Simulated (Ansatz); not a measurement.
`[CH3][In]([NH2])[O][SiH3]` + `[CH3][Mg][OH]` → `[CH3][Mg][O][SiH3]` + `[CH3][In]([NH2])[OH]`  (ligand exchange at the Si–O bond)

Gas-phase electronic energies from Ansatz, PBE0-D4/def2-TZVP geometries. CBS: MP2 limit from def2 TZ/QZ plus the TZ coupled-cluster correction, frozen cores. def2 core potentials past Kr. For In, Mg outer-core shells are correlated without core-valence functions, which leaves a few kJ/mol of doubt a bond. Each species was taken in one conformer, which may not be the lowest.

`[CH3][In]([NH2])[O][SiH3]`:

Z-matrix (Å, degrees):
```
C
In 1 2.121
H 1 1.089 2 111.4
H 1 1.090 2 108.6 3 -120.9
H 1 1.090 2 109.0 3 120.9
N 2 2.006 1 137.1 3 -0.6
O 2 2.004 1 114.6 3 172.0
H 6 1.008 2 120.4 1 -28.7
H 6 1.010 2 116.9 1 -166.8
Si 7 1.617 2 136.8 1 179.1
H 10 1.492 7 111.6 2 110.5
H 10 1.491 7 111.0 2 -129.2
H 10 1.499 7 112.0 2 -9.5
```

`[CH3][Mg][OH]`:

Cartesian coordinates in Å:
```
C -0.959 -0.709 -0.644
Mg 0.507 0.376 0.342
O 1.753 1.301 1.182
H -1.473 -0.102 -1.395
H -1.719 -1.081 0.050
H -0.538 -1.577 -1.160
H 2.429 1.793 1.625
```

`[CH3][Mg][O][SiH3]`:

```xyz
10

C    -2.245    0.538   -1.636
Mg   -0.604    0.144   -0.439
O     0.824   -0.199    0.600
Si    2.101   -0.504    1.532
H    -2.548   -0.346   -2.204
H    -2.033    1.332   -2.358
H    -3.106    0.857   -1.043
H     3.239   -1.058    0.739
H     2.593    0.732    2.211
H     1.778   -1.497    2.599
```

`[CH3][In]([NH2])[OH]`:

```xyz
10

C    -0.996    0.386    1.590
In    0.017    0.122   -0.263
N     1.226   -1.369   -0.896
O    -0.364    1.441   -1.713
H    -1.800    1.108    1.456
H    -1.409   -0.562    1.935
H    -0.302    0.760    2.343
H     1.821   -1.203   -1.694
H     1.724   -1.926   -0.218
H     0.081    1.242   -2.539
```

```
                    species  CCSD/def2-TZVPP energy (Eh)
`[CH3][In]([NH2])[O][SiH3]`                   -651.22080
            `[CH3][Mg][OH]`                   -315.40801
       `[CH3][Mg][O][SiH3]`                   -605.70537
     `[CH3][In]([NH2])[OH]`                   -360.92787
```

Q: Work out ΔE.

A: ΔE = (-605.70537) + (-360.92787) − (-651.22080) − (-315.40801) = -0.00443 Eh = -11.6 kJ/mol. CCSD(T)/CBS gives -12.7 kJ/mol.

Largest T1 diagnostic among the species: 0.015.

Leaving LDA and LC-ωPBE aside and taking each functional with its dispersion term where it has one, the values, not all of them listed here, spread over 6.6 kJ/mol, from revPBE-D4 to BHLYP-D4. LDA lies +4.7 kJ/mol from PBE without D4. At CCSD(T), def2-SVP lies +4.5 kJ/mol from the extrapolated value and def2-TZVPP +1.0 kJ/mol. The D4 term adds +4.1 kJ/mol with B3LYP and +2.5 kJ/mol with PBE0; it sums over pairs of atoms, weighted by their polarisabilities, and B3LYP, whose exchange is more repulsive, gets the larger term.

B3LYP here is the variant with VWN-RPA as its local correlation; programs differ in this.
